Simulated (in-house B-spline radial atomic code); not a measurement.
A fraction x of an electron is moved 4d → 5f in Xe, starting from [Kr] 4d10 5s2 5p6 and keeping the highest spin. Method: scalar-relativistic (X2C) LDA exchange-only, spin-polarised, spherical fractional occupations, Fermi nucleus of rms radius 4.7859 fm. Calculated with an all-electron radial atomic-structure program (B-spline basis).

```tsv
x	E(x) - E(0) (eV)	4d down level (eV)	5f up level (eV)
0	0.0000	-57.857	-
0.375	22.7436	-63.559	-0.103
0.5	?	?	?
0.625	?	?	?
0.75	47.5938	-69.283	-0.198
0.875	56.3466	-71.191	-0.230
1	65.3337	-73.090	-0.261
```

Problem. What belongs in the row x = 0.5?

Solution. An energy change of 30.7923 eV; 4d down at -65.460 eV, 5f up at -0.134 eV.

Problem. What belongs in the row x = 0.625?

Solution. An energy change of 39.0756 eV; 4d down at -67.371 eV, 5f up at -0.166 eV.

Problem. Check Janak's theorem between x = 0.75 and 0.875.

Solution. The slope of the energy is 70.02 eV; the orbital levels give 70.02 eV (ε of the receiving orbital less ε of the emptying one, averaged over the two points).
